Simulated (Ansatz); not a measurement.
Basis sets compared for C9H21NO (relaxed from a model of N-butyl-N-methylpyrrolidinium hydroxide, whose bonding it doesn't keep). Charge 0, multiplicity 1. Geometry PBE0-D4/def2-SVP. Ansatz on 4 threads of Arm Neoverse V2 on a shared host; times are rough, and most runs start from earlier orbitals.

Cartesian coordinates in Å:
```
C 4.1348 -0.0580 0.6863
C 2.9361 0.2601 -0.1929
C 1.6346 -0.3738 0.2888
C 0.5070 -0.0262 -0.6559
N -0.8414 -0.5179 -0.1485
C -0.8764 -1.9686 0.1652
C -1.8803 -0.2193 -1.1945
C -3.1625 0.0147 -0.4251
C -2.6561 0.8619 0.7377
C -1.2839 0.2771 1.0686
H 3.9735 0.2864 1.7212
H 5.0521 0.4262 0.3165
H 4.3275 -1.1427 0.7296
H 2.7850 1.3504 -0.2583
H 3.1357 -0.0744 -1.2269
H 1.4259 0.0186 1.3038
H 1.8277 -1.4638 0.4331
H 0.6414 -0.5643 -1.6144
H 0.0758 1.6019 -0.7734
H -0.5626 -2.5225 -0.7288
H -1.8866 -2.2831 0.4673
H -0.1731 -2.1766 0.9800
H -1.5453 0.7170 -1.6626
H -1.8957 -1.0351 -1.9294
H -3.6181 -0.9308 -0.0837
H -3.9113 0.5340 -1.0402
H -2.4989 1.8924 0.3881
H -3.3286 0.8695 1.6071
H -1.2962 -0.3986 1.9344
H -0.5402 1.0660 1.2248
O -0.4690 2.5043 -0.7396
H -0.0307 3.0754 -1.3780
```

Binding counts from free atoms (C triplet, N quartet, H doublet, O triplet) in the same basis, without a counterpoise term.

| level | functions | energy (Eh) | HOMO (eV) | LUMO (eV) | binding per atom (eV) | wall time |
| --- | --- | --- | --- | --- | --- | --- |
| HF/STO-3G | 76 | -476.3436 | -4.09 | 13.06 | 3.60 | 0.65 s |
| HF/6-31G | 141 | -482.0226 | -7.16 | 5.47 | 2.80 | 1.9 s |
| PBE-D4/def2-SVP | 259 | -484.5092 | -3.13 | 0.35 | 4.16 | 5.5 s |
| PBE0-D4/def2-SVP | 259 | -484.5852 | -4.33 | 1.23 | 4.11 | 9.5 s |

**Question.** Estimate the rows for PBE-D4/def2-TZVP (with forces), PBE0-D4/def2-TZVP.

**Answer.** 
```json
{"level": "PBE-D4/def2-TZVP (with forces)", "functions": "467", "energy (Eh)": "-485.0478", "HOMO (eV)": "-3.43", "LUMO (eV)": "-0.09", "binding per atom (eV)": "4.12", "wall time": "14 s"}
{"level": "PBE0-D4/def2-TZVP", "functions": "467", "energy (Eh)": "-485.1117", "HOMO (eV)": "-4.56", "LUMO (eV)": "0.72", "binding per atom (eV)": "4.06", "wall time": "24 s"}
```
